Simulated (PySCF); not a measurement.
Species: C3H7ClSi.
SMILES with atom numbers: `[SiH3:1][CH2:2]/[CH:3]=[CH:4]\[Cl:5]` (hydrogens: H6, H7, H8 on Si1; H9, H10 on C2; H11 on C3; H12 on C4)

Method: PBE0-D3(BJ)/def2-SVP geometry optimisation, gas phase (PySCF 2.14.0); density fitting, grid level 1; the optimiser is geomeTRIC in internal coordinates, started from a GFN2-xTB structure with every atom displaced at random (about 0.01 Å).

Step 0: E = -23604.8331 eV
```
atom  x, y, z in Å  |  force x, y, z in eV/Å
Si1    -1.6750    0.0710   -0.3955    0.098   0.539   0.578
C2     -0.2529   -0.1431    0.8296   -0.078   0.276   0.128
C3      0.9686    0.4847    0.2997    1.455  -0.520  -0.609
C4      1.9625   -0.1236   -0.3972   -2.563  -0.494   1.094
Cl5     1.8540   -1.8131   -0.7950    0.172   0.148  -0.008
H6     -2.8913   -0.5148    0.1830   -0.461  -0.255   0.086
H7     -1.9080    1.5290   -0.5966   -0.035   0.107  -0.046
H8     -1.3388   -0.5277   -1.6776    0.142  -0.366  -0.608
H9     -0.0903   -1.1997    1.0085    0.029  -0.660   0.000
H10    -0.5115    0.3055    1.8009   -0.187   0.079  -0.041
H11     1.1041    1.5427    0.4985    0.110   0.409  -0.032
H12     2.8184    0.3609   -0.7672    1.318   0.736  -0.544
```

Q: Estimate the geometry and energy of step 1. (The exact step hangs on the optimiser's Hessian estimate; all steps are aligned on step 0, rigid shifts and turns removed.)

A: E = -23604.9206 eV, largest force 0.857 eV/Å
```
atom  x, y, z in Å  |  force x, y, z in eV/Å
Si1    -1.6420    0.0619   -0.3814    0.022  -0.006  -0.095
C2     -0.2440   -0.1195    0.8899   -0.001  -0.009   0.117
C3      1.0111    0.4900    0.3681   -0.444   0.141   0.050
C4      1.8783   -0.1185   -0.4361    0.808   0.158  -0.240
Cl5     1.7365   -1.7678   -0.9274   -0.029  -0.034   0.002
H6     -2.9173   -0.5410    0.1131    0.005  -0.014   0.054
H7     -1.8815    1.5080   -0.6715   -0.001   0.025   0.017
H8     -1.2349   -0.6198   -1.6456   -0.029   0.011   0.008
H9     -0.1013   -1.1963    1.0783   -0.023  -0.005  -0.018
H10    -0.5511    0.3473    1.8379   -0.021   0.019   0.012
H11     1.2010    1.5489    0.5851    0.042  -0.100   0.006
H12     2.7848    0.3786   -0.8195   -0.329  -0.186   0.086
```

The energy changes by -0.0875 eV. The first-order estimate −F·Δx gives -0.2519 eV and the mean of the old and new forces, exact on a quadratic surface, -0.0932 eV. The step makes an angle of 79° with the force vector and moves no atom by more than 0.183 Å.

The cost below is that of the whole optimisation. On one thread, Arm Neoverse V1 (aarch64), shared host with 32 logical CPUs at a one-minute load of 25, this took 40 s wall and 0.47 GiB of memory at its peak.
